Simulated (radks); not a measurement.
Results of a calculation; reference values are marked as such.
The strontium ion Sr31+, configuration [He] 2s2 2p3.

Code: a radial shooting solver on a logarithmic mesh with Libxc functionals. Model: Dirac Kohn-Sham, PBE, spin-unpolarised, spherical densities, point nucleus; open shells are shared between the two j in proportion to 2j + 1.

Energy parts (eV):
total: -60538.390
kinetic: 62812.390
electron-nucleus: -127717.457
Hartree: 5621.634
exchange-correlation: -1254.957

Orbitals (lengths in bohr, moments of r in powers of bohr; r(max) is where P^2 peaks):
orbital  occ.  eigenvalue (eV)   r(max)  small-component weight
1s1/2       2        -18027.19  0.02550                1.92e-02
2s1/2       2        -3955.436   0.1412                4.25e-03
2p1/2       1        -3821.450   0.1095                4.20e-03
2p3/2       2        -3743.884   0.1127                4.11e-03
3s1/2       0        -1646.397   0.3706                1.71e-03
3p1/2       0        -1602.284   0.3479                1.69e-03
3p3/2       0        -1581.328   0.3534                1.66e-03

The highest occupied level is 2p3/2 at -3743.9 eV. For comparison, the ionisation energy in NIST's Atomic Spectra Database is 3830 eV (semi-empirical). In exact Kohn-Sham theory the highest level is minus the ionisation energy, but local and semilocal functionals leave it too shallow, through self-interaction and a potential that decays too fast; potentials with the right tail come closer. The density falls to 0.001 e/bohr^3 at r = 0.57 bohr.

Beside tabulated values, note that spin-unpolarised runs miss the spin-polarisation part of the exchange energy of open shells.
